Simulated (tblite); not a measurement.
Compound: C9H14Si.
Bonds: C1–C2 (double), C2–C3 (double), C3–C4, C4–C5 (triple), C5–Si6, Si6–C7, C3–C8, C8–C9, C8–C10. Hydrogens: H11, H12 on C1; H13, H14 on Si6; H15, H16, H17 on C7; H18 on C8; H19, H20, H21 on C9; H22, H23, H24 on C10.

The geometry is computed with GFN2-xTB (gas phase).

List the bond lengths, angles and torsions at this level.

| bond | length (Å) | order |
| --- | --- | --- |
| C1=C2 | 1.292 | double |
| C2=C3 | 1.308 | double |
| C3–C4 | 1.416 | single |
| C4≡C5 | 1.210 | triple |
| C5–Si6 | 1.844 | single |
| Si6–C7 | 1.897 | single |
| C3–C8 | 1.517 | single |
| C8–C9, C8–C10 | 1.528 | single |
| C1–H11, C1–H12 | 1.079 | single |
| Si6–H13, Si6–H14 | 1.470 | single |
| C7–H15, C7–H16, C7–H17 | 1.087 | single |
| C8–H18 | 1.096 | single |
| C9–H19 and 5 like bonds | 1.088 | single |

Bonds in one row agree within 0.01 Å and their mean is given. Orders are formal, as drawn. A selection of angles:
| angle | degrees |
| --- | --- |
| C2–C1–H11 | 121.9 |
| H11–C1–H12 | 116.2 |
| C1–C2–C3 | 179.8 |
| C2–C3–C4 | 120.2 |
| C2–C3–C8 | 122.7 |
| C4–C3–C8 | 117.1 |
| C3–C4–C5 | 178.5 |
| C4–C5–Si6 | 179.4 |
| C5–Si6–C7 | 108.2 |
| C5–Si6–H13 | 108.6 |
| C7–Si6–H13 | 110.5 |
| H13–Si6–H14 | 110.3 |
| Si6–C7–H15 | 111.2 |
| H15–C7–H16 | 107.7 |
| C3–C8–C9 | 109.7 |
| C3–C8–H18 | 108.2 |
| C9–C8–C10 | 111.0 |
| C9–C8–H18 | 109.2 |
| C8–C9–H19 | 110.3 |
| C8–C9–H20 | 110.5 |
| H19–C9–H20 | 108.6 |

Dihedral angles: C2–C3–C8–C9 119° (anticlinal).

The 7 C–C bonds span 1.210 Å (C4≡C5, drawn triple) to 1.528 Å (C8–C9, drawn single), a spread of 0.318 Å. Si6 (SiH2 silicon) is tetrahedral (angles from 108.2° to 110.6°). Of the pairs four or more bonds apart, C4···H23 is among the closest relative to their van der Waals radii: 2.69 Å, 93 % of the sum of Bondi's values. The 2 C–Si bonds span 1.844 Å (C5–Si6, drawn single) to 1.897 Å (Si6–C7, drawn single), a spread of 0.053 Å.

Point group: Cs (every atom within 0.08 Å of its image). Its lowest GFN2-xTB frequency is 13 cm⁻¹, too small to tell a flat minimum from a shallow saddle. The numbers are those of one conformer.
